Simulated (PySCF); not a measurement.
**Electron correlation in Te⁺ (tellurium, charge +1)**

[Kr] 4d10 5s2 5p3, high-spin 4S determinant. Calculation: PySCF 2.14, in def2-SVP with the def2 core potential (28 electrons) (4s4p2d, 26 functions); scalar relativity through the core potential. Frozen: 4s2 4p6 4d10; 5 electrons correlated.

MP2 pair energies summed by pair of shells (mhartree):

```tsv
pair	energy	share (%)
5s-5p	-30.40	65.8
5p-5p	-10.88	23.6
5s-5s	-4.91	10.6
```

Total MP2 correlation energy: -46.19 mhartree.

Same-spin part -12.47 and opposite-spin part -33.72 mhartree; SCS-MP2 scales them by 1/3 and 6/5 to -44.62 mhartree.

```
  level  correlation energy (mhartree)
   CCSD                         -58.93
    (T)                          -0.54
CCSD(T)                         -59.47
```

Diagnostics: T1 = 0.0024, D1 = 0.0039, largest double amplitude 0.058.

Q: Is a single reference adequate?

A: Yes, within this model without spin-orbit coupling: T1 lies below 0.03 and no double amplitude reaches 0.07.
